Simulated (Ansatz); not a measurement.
One change: `CC#CBO` becomes `CC#C[SiH2]C`.

Ansatz, PBE0-D4/def2-TZVP geometries, multiplicity 1. Each molecule was computed in one conformer, which needn't be the lowest.

| property | `CC#CBO` |
| --- | --- |
| LUMO energy (PBE/def2-TZVPP) / eV | -1.80 |
| size of the dipole moment (B3LYP/def2-TZVPP) / D | 0.57 |
| HOMO–LUMO gap (B3LYP/def2-TZVPP) / eV | 6.19 |
| HOMO–LUMO gap (PBE0/def2-TZVPP) / eV | 6.63 |
| HOMO energy (PBE0/def2-TZVPP) / eV | -7.51 |
| LUMO energy (B3LYP/def2-TZVPP) / eV | -1.08 |

Q: What does the change do to each property? (Estimate.)

A: The calculation gave: 
```tsv
property	`CC#C[SiH2]C`	shift
LUMO energy (PBE/def2-TZVPP) / eV	-0.63	1.17
size of the dipole moment (B3LYP/def2-TZVPP) / D	1.43	0.86
HOMO–LUMO gap (B3LYP/def2-TZVPP) / eV	7.39	1.20
HOMO–LUMO gap (PBE0/def2-TZVPP) / eV	7.83	1.20
HOMO energy (PBE0/def2-TZVPP) / eV	-7.57	-0.06
LUMO energy (B3LYP/def2-TZVPP) / eV	0.05	1.13
```

With PBE0 the HOMO falls by 0.06 eV and the LUMO rises by 1.14 eV, so the gap widens by about 1.20 eV. PBE moves the HOMO by -0.09 eV and ωB97M-V by -0.05 eV. Dipoles are sizes alone; their direction can turn.

B3LYP here is the variant with VWN-RPA as its local correlation; programs differ in this.
